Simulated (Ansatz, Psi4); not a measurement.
## How methods differ on C3H9In (trimethylindium (TMIn))

The species is C3H9In (13 atoms), meant as a singlet with charge 0. As SMILES, `[CH3][In]([CH3])[CH3]`. Geometry: relaxed at PBE0-D4/def2-TZVP.

| atom | x (Å) | y (Å) | z (Å) |
| --- | --- | --- | --- |
| C | -0.5062 | 1.8979 | -0.9028 |
| In | 0.0079 | -0.0033 | -0.0069 |
| C | 1.4753 | -0.0886 | 1.5810 |
| C | -0.9566 | -1.8182 | -0.6832 |
| H | 0.3294 | 2.5980 | -0.8537 |
| H | -1.3449 | 2.3394 | -0.3570 |
| H | -0.8115 | 1.7770 | -1.9433 |
| H | 1.2764 | -0.9182 | 2.2612 |
| H | 1.5007 | 0.8425 | 2.1493 |
| H | 2.4672 | -0.2427 | 1.1466 |
| H | -1.2547 | -1.7439 | -1.7301 |
| H | -1.8587 | -1.9908 | -0.0893 |
| H | -0.3040 | -2.6837 | -0.5571 |

Quantity: the energy change with the C1–H5 bond stretched from 1.091 to 1.964 Å, in eV. The values are calculated.

```
                                         level                    kind  program  value (eV)  less CCSD(T)/def2-SVP  CPU time (all runs)
     HF/def2-SVP (core potential) (restricted)            Hartree–Fock   Ansatz        3.79                  +0.59                 13 s
   BLYP/def2-SVP (core potential) (restricted)                     GGA   Ansatz        3.04                  -0.16                 24 s
 r2SCAN/def2-SVP (core potential) (restricted)                meta-GGA   Ansatz        3.33                  +0.13                 46 s
  B3LYP/def2-SVP (core potential) (restricted)           global hybrid   Ansatz        3.30                  +0.10                 30 s
  BHLYP/def2-SVP (core potential) (restricted)           global hybrid   Ansatz        3.61                  +0.41                 36 s
wB97X-V/def2-SVP (core potential) (restricted)  range-separated hybrid     Psi4        3.53                  +0.33               12 min
RPA@PBE/def2-SVP (core potential) (restricted)                     RPA   Ansatz        3.18                  -0.02                 65 s
    MP2/def2-SVP (core potential) (restricted)     perturbation theory   Ansatz        3.57                  +0.37                 16 s
CCSD(T)/def2-SVP (core potential) (restricted)   coupled cluster or CI   Ansatz        3.20                   0.00              3.7 min
```

CCSD(T)/def2-SVP (core potential) (restricted) is the highest level here, not the true value. At this stretch a single reference begins to fail. The first shape isn't each level's own minimum. The values span 3.04 to 3.79 eV. In the correlated wave-function rows the outer d shell of In is correlated, in sets not made for it. CPU times are rough (shared hosts, several kinds of processor): they show what a rung costs within a factor of a few.
